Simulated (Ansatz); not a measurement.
Basis sets compared for [WS4]2- (WS4²⁻). The state is a singlet with charge -2. Geometry PBE0-D4/def2-SVPD. Ansatz on 2 threads of Intel Xeon Platinum 8375C on a shared host; times are rough, and most runs start from earlier orbitals.

```
atom    x (Å)    y (Å)    z (Å)
  W1   0.0000   0.0000  -0.0001
  S2   0.3567   2.0914   0.6485
  S3   0.7812  -0.2800  -2.0576
  S4  -2.1782  -0.4212   0.0281
  S5   1.0403  -1.3902   1.3811
```

In the def2 sets W takes a core potential; there is no spin–orbit coupling. A multiply charged anion in the gas phase is held together partly by the finite basis. Removing one electron lowers the energy by 0.33 eV at PBE0-D4/def2-TZVPD, so it isn't bound. At PBE-D4/def2-SVPD, PBE-D4/def2-TZVPD, PBE0-D4/def2-SVPD, PBE0-D4/def2-TZVPD and others the highest occupied level of the charge -2 singlet lies above zero (up to 2.76 eV). By energy differences it is unbound by 0.56 eV (vertical, against the charge -1 doublet, at PBE-D4/def2-TZVPD) and held by the finite basis.

```csv
level,functions,energy (Eh),HOMO (eV),LUMO (eV),wall time
PBE-D4/def2-SVPD,143,-1659.0318,2.71,5.31,2.3 s
PBE-D4/def2-TZVPD,227,-1659.5780,2.76,5.34,4.4 s
PBE0-D4/def2-SVPD,143,-1659.0828,1.74,5.92,3.7 s
PBE0-D4/def2-TZVPD (with forces),227,-1659.6266,1.80,5.72,11 s
```

(1) Estimate the rows for PBE0-D4/def2-QZVPPD.

Results:

(1) 
```csv
level,functions,energy (Eh),HOMO (eV),LUMO (eV),wall time
PBE0-D4/def2-QZVPPD,400,-1659.6762,1.80,5.18,19 s
```
